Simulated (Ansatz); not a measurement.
Born–Oppenheimer molecular dynamics of a periodic cell of 21 atoms, NaH13O7 (contents 6 H2O + 1 Na + 1 OH, density as packed 1.10 g/cm³ with natural masses). It goes on from the last frame of an earlier run, with new velocities.

These are results of DFT PBE-D3(BJ), scalar-relativistic, plane waves, PAW in Ansatz 0.2.0, not measurements. Settings: cutoff 420 eV, k mesh 1x1x1, fermi-dirac smearing 0.02 eV, no spin polarisation.

```yaml
ensemble: NVT, Langevin thermostat
time_step: 0.5 fs
steps_asked: 400
set_temperature: 400 K
friction: 0.005 /fs
seed: 723115
```

First frame:

```xyz
21
Lattice="6.0732 0.0000 0.0000 0.0000 6.0732 0.0000 0.0000 0.0000 6.0732" Properties=species:S:1:pos:R:3
O 1.294 2.449 3.592
H 0.712 3.021 3.086
H 2.146 2.475 3.094
O 6.272 2.623 6.162
H 6.720 2.656 5.337
H 5.323 2.371 6.010
O 0.080 6.037 4.200
H 0.655 6.819 3.996
H 0.175 5.369 3.473
O 2.528 3.683 1.250
H 3.052 2.945 0.745
H 3.228 4.390 1.521
O 6.136 4.631 1.810
H 5.220 5.134 1.779
H 6.192 3.865 1.191
O 3.857 7.162 5.484
H 3.870 6.710 6.445
H 4.521 6.689 4.954
Na 1.464 -0.459 0.172
O 3.934 -0.272 1.818
H 3.938 0.148 2.692
```

Q: What does the run give?

A: The run went to its last step.

```
steps done                                               : 400
time covered                                             : 200 fs
mean temperature over the second half                    : 384 K
spread of the potential energy over the second half      : 8.8 meV per atom
mean potential energy of the second half above the start : 19.1 meV per atom
```

A run of 0.2 ps of so small a system gives no equilibrium averages. Limits of this set-up: coarse k mesh.

Q: What happens to the structure?

A: Mean squared displacements from the first frame to the last, about the centre of mass: O 0.29 Å², H 0.32 Å², Na 0.06 Å². This is one draw of velocities; another would differ in detail.

Q: How do temperature and energy run in time?

A: 
```
time (fs)  T (K)  potential energy less start (eV)
      0.0    381                             0.000
      6.5    380                             0.005
     13.0    268                             0.402
     19.5    358                             0.248
     26.0    366                             0.223
     32.5    362                             0.165
     39.0    354                             0.120
     45.5    333                             0.279
     52.0    420                             0.067
     58.5    313                             0.326
     65.0    328                             0.346
     71.5    388                             0.300
     78.0    394                             0.365
     84.5    404                             0.303
     91.0    378                             0.321
     97.5    437                             0.364
    104.0    408                             0.462
    110.5    441                             0.448
    117.0    324                             0.723
    123.5    358                             0.521
    130.0    317                             0.676
    136.5    445                             0.282
    143.0    376                             0.434
    149.5    341                             0.603
    156.0    386                             0.490
    162.5    392                             0.376
    169.0    399                             0.236
    175.5    401                             0.184
    182.0    468                            -0.002
    188.5    388                             0.192
    195.0    312                             0.444
```

Run time: 7.6 min on 1 thread of Arm Neoverse V1 (shared host), peak memory 0.32 GiB.
